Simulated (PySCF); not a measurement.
Excited states between 380 and 750 nm. Vertical TDDFT excitations of isolated species (PySCF; the level stands beside each; core orbitals frozen in the response), one conformer each, no solvent. Relativistic effects are left out although some hold elements past zinc. Ions are computed without counter-ions or solvent.

1. `CNC1=CC=C(C=O)S1` (C6H7NOS)
2. `FC(F)(F)c1csc(=S)s1` (C4HF3S3)
3. `C[S@@](=O)c1ccccn1` (C6H7NOS)
4. `CCC` (C3H8)
5. `C=C[C+](CF)CCC` ([C7H12F]+)
6. `[P@](C)(CC)(=O)CC#N` (C5H10NOP)
7. `[H][Al]([CH3])[CH3]` (C2H7Al)
8. `C=[N][AlH2-][AsH3+]` (CH7AlAsN)

For which of them does the calculation put a singlet between 380 and 750 nm?

2.

1. (CAM-B3LYP/def2-SVPD on a GFN2-xTB geometry) 308 nm (f 0.000); 296 nm (f 0.392); 243 nm (f 0.000); 233 nm (f 0.001); 227 nm (f 0.016).
2. (CAM-B3LYP/def2-SVPD on a GFN2-xTB geometry) 422 nm (f 0.000); 313 nm (f 0.189); 273 nm (f 0.001); 259 nm (f 0.037); 236 nm (f 0.002). S1 lies in the visible range (380 to 750 nm), at 422 nm, dark in the vertical dipole picture (f under 0.0005); light of that wavelength is violet, and its complementary colour is yellow-green; a Tamm–Dancoff triplet lies at 512 nm, without intensity as long as spin–orbit coupling is left out.
3. (PBE0/def2-SVPD on a GFN2-xTB geometry) 285 nm (f 0.018); 258 nm (f 0.024); 252 nm (f 0.017); 232 nm (f 0.012); 218 nm (f 0.083).
4. (PBE0/def2-SVPD on a GFN2-xTB geometry) 141 nm (f 0.003); 137 nm (f 0.043); 136 nm (f 0.005); 128 nm (f 0.000); 126 nm (f 0.120).
5. (PBE0/def2-SVPD on a GFN2-xTB geometry) 313 nm (f 0.003); 293 nm (f 0.149); 281 nm (f 0.014); 253 nm (f 0.237); 249 nm (f 0.019).
6. (PBE0/def2-SVPD on a GFN2-xTB geometry) 175 nm (f 0.024); 173 nm (f 0.069); 171 nm (f 0.014); 170 nm (f 0.012); 169 nm (f 0.015).
7. (CAM-B3LYP/def2-SVPD on a PBE0-D3(BJ)/def2-SVP geometry) 224 nm (f 0.000); 222 nm (f 0.005); 178 nm (f 0.116); 170 nm (f 0.044); 155 nm (f 0.017).
8. (CAM-B3LYP/def2-SVPD on a PBE0-D3(BJ)/def2-SVP geometry) 364 nm (f 0.000); 230 nm (f 0.002); 225 nm (f 0.068); 215 nm (f 0.003); 209 nm (f 0.211). No computed singlet lies in the visible range (380 to 750 nm); the lowest, at 364 nm, stands 0.15 eV above its violet end (3.26 eV); a Tamm–Dancoff triplet lies at 429 nm, without intensity as long as spin–orbit coupling is left out.
